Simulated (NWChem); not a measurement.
# 2-butanone (C4H8O); SMILES C(C)(=O)CC

```xyz
13

C      0.0452     1.8660     0.4448
C     -0.0892     0.8276    -0.6813
C     -0.1745    -0.5865    -0.1084
C      1.1435    -1.3107     0.1105
O     -1.2479    -1.0903     0.1815
H      0.0849     2.8942     0.0339
H      0.9667     1.7085     1.0425
H     -0.8204     1.8057     1.1344
H     -1.0230     1.0092    -1.2502
H      0.7706     0.9112    -1.3794
H      1.8835    -0.6579     0.6180
H      1.5832    -1.5781    -0.8743
H      0.9788    -2.2324     0.6974
```
Atoms are numbered in this order, from 1.

Results from NWChem. Structure relaxed at the PBE-D3(BJ)/def2-SVP level. Not confirmed as a minimum by frequencies. Level: M05-2X/def2-SVP with COSMO at NWChem's default radii, gas-phase geometry; the question gives the dielectric constant.

Q: What does the run give for dielectric constant 7.6? Quantities: electrostatic solvation energy (kcal/mol); dipole in solution (D).

A: 
```yaml
electrostatic solvation energy (kcal/mol): -5.0
dipole in solution (D): 3.82
```
